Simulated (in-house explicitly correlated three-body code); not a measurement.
Computed with an exponentially correlated three-body code. Model: two electrons around a point charge, non-relativistic, variational in 260 exponentially correlated functions (energies converged to about 1e-7 hartree, or 1e-8 relative for large Z).

Command:
```bash
python run_hyl.py task.json out
```
Settings (lengths in bohr, energies in hartree):
```
Z                      2.5
nuclear_mass           1.4
interaction_strength   1
functions              260
states_tried           13
```

Time taken, with all properties: 35 s on 1 thread of Intel(R) Xeon(R) Platinum 8375C CPU @ 2.90GHz (Ice Lake), with other jobs on the host.

**Those bound S and P states to n = 4 that converged, binding against the one-electron ion.**

Given: nuclear charge 2.5; mass of the centre 1.4 electron masses.

Computed: one-electron threshold -1.82291667 hartree.

```csv
term,energy (hartree),binding (eV)
1 1S,-2.85378851,28.051
2 3P,-2.1077234,7.75
2 3S,-2.04247114,5.9744
2 1S,-2.0373519,5.8351
2 1P,-1.98446186,4.3959
3 3P,-1.9275123,2.8462
3 3S,?,?
3 1S,-1.91528365,2.5134
4 3S,?,?
4 1S,-1.87421596,1.3959
```

**Question.** What belongs in the row 3 3S?

**Answer.** energy (hartree): -1.91699448; binding (eV): 2.56.

**Question.** What belongs in the row 4 3S?

**Answer.** energy (hartree): -1.87495091; binding (eV): 1.4159.

**Converged states only, values per electron or pair.**

| term | mean r (bohr) | mean r squared (bohr²) | mean inverse r (1/bohr) | mean r12 (bohr) | mean inverse r12 (1/bohr) | mean cosine | mean p1 dot p2 (bohr⁻²) | delta r1 (bohr⁻³) | delta r12 (bohr⁻³) |
| --- | --- | --- | --- | --- | --- | --- | --- | --- | --- |
| 1 1S | 1.1813 | 1.8947 | 1.3031 | 1.6441 | 0.80784 | 0.10022 | -0.16982 | 0.78384 | 0.060088 |
| 2 3P | ? | ? | ? | ? | ? | ? | ? | ? | - |
| 2 3S | 3.1157 | 16.372 | 0.8615 | 5.2607 | 0.22256 | 0.056204 | -0.030451 | 0.52202 | - |
| 2 1S | 3.1561 | 17.041 | 0.86662 | 5.3573 | 0.25841 | 0.028022 | -0.11741 | 0.52086 | 0.0097832 |
| 2 1P | 3.5974 | 22.777 | 0.8323 | 6.2011 | 0.19255 | 0.048498 | -0.037404 | 0.50311 | 0.00012578 |
| 3 3P | 5.5197 | 57.979 | 0.79694 | 10.047 | 0.12969 | 0.019042 | -0.07407 | 0.49355 | - |
| 3 3S | 6.5107 | 82.299 | 0.78812 | 12.014 | 0.10662 | 0.027052 | -0.02873 | 0.50162 | - |
| 3 1S | ? | ? | ? | ? | ? | ? | ? | ? | ? |
| 4 3S | 11.336 | 264.11 | 0.76233 | 21.653 | 0.061738 | 0.01607 | -0.019779 | 0.49691 | - |
| 4 1S | 11.494 | 271.83 | 0.76269 | 21.972 | 0.065012 | 0.01316 | -0.028276 | 0.49684 | 0.0011344 |

**Question.** What belongs in the row 2 3P?

**Answer.** mean r (bohr): 2.1795; mean r squared (bohr²): 7.4856; mean inverse r (1/bohr): 0.91312; mean r12 (bohr): 3.5035; mean inverse r12 (1/bohr): 0.35013; mean cosine: -0.0080724; mean p1 dot p2 (bohr⁻²): -0.30637; delta r1 (bohr⁻³): 0.47855.

**Question.** What belongs in the row 3 1S?

**Answer.** mean r (bohr): 6.6229; mean r squared (bohr²): 85.42; mean inverse r (1/bohr): 0.78912; mean r12 (bohr): 12.242; mean inverse r12 (1/bohr): 0.11505; mean cosine: 0.019851; mean p1 dot p2 (bohr⁻²): -0.050206; delta r1 (bohr⁻³): 0.50141; delta r12 (bohr⁻³): 0.0027434.
